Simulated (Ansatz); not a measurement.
Consider the substitution at a C–C bond: `C=C(C)C=S` + `CBCO` → `CBCOC` + `C=CC=S`.

Isolated molecules relaxed with PBE0-D4/def2-TZVP in Ansatz; ΔE leaves out vibrations. CCSD(T)/CBS is the MP2 limit (def2-TZVPP, def2-QZVPP) plus CCSD(T) − MP2 in def2-TZVPP, frozen cores. Functionals use def2-TZVPP. One conformer a species, not always the lowest.

```tsv
level	ΔE (kcal/mol)
PBE0-D4	12.4
SCS-MP2/def2-QZVPP	12.2
```

Question: What does CCSD(T)/CBS give? (An estimate is asked.)

Answer: Computed: +12.4 kcal/mol. The listed levels differ from it by 0.0, -0.2 kcal/mol.

Largest T1 diagnostic among the species: 0.016.

In def2-TZVPP, CCSD(T) changes the Hartree–Fock value by +3.5 kcal/mol (the triples alone add +0.4 kcal/mol) and MP2 by +5.2 kcal/mol. The D4 term adds +0.9 kcal/mol with B3LYP and +0.5 kcal/mol with PBE0; it sums over pairs of atoms, weighted by their polarisabilities, and B3LYP, whose exchange is more repulsive, gets the larger term.

B3LYP here is the variant with VWN-RPA as its local correlation; programs differ in this.
